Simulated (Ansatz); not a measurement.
Calculated with Ansatz (gas phase, PBE0-D4/def2-TZVP geometries, no zero-point term in ΔE). CBS: MP2 limit from def2 TZ/QZ plus the TZ coupled-cluster correction, frozen cores. DFT in def2-TZVPP. B3LYP here is the variant with VWN-RPA as its local correlation; programs differ in this. Each species was taken in one conformer, which may not be the lowest.

`C[SiH](O)[Si](O)(F)F` + `O[SiH2]O` → `C[SiH](O)O[SiH2]O` + `O[SiH](F)F`  (cleavage of the Si–Si bond)

| level | ΔE (kJ/mol) |
| --- | --- |
| ωB97X-V | -146.8 |
| ωB97M-V | -154.0 |
| B2PLYP | -153.8 |
| PBE | -121.4 |
| r2SCAN | -147.4 |
| B3LYP | -146.0 |
| HF/def2-TZVPP | -175.0 |
| SCS-MP2/def2-QZVPP | -162.5 |

Q: What does CCSD(T)/CBS give? (Estimate.)

A: Ansatz gave: -153.4 kJ/mol. The listed levels differ from it by 6.6, -0.6, -0.4, 32.0, 6.0, 7.4, -21.6, -9.1 kJ/mol.

Largest T1 diagnostic among the species: 0.012.

From PBE to PBE0 (25 % exact exchange), in def2-TZVPP and without D4, ΔE moves by −12.2 kJ/mol. In def2-TZVPP, CCSD(T) changes the Hartree–Fock value by +19.7 kJ/mol (the triples alone add +2.7 kJ/mol) and MP2 by +13.5 kJ/mol.
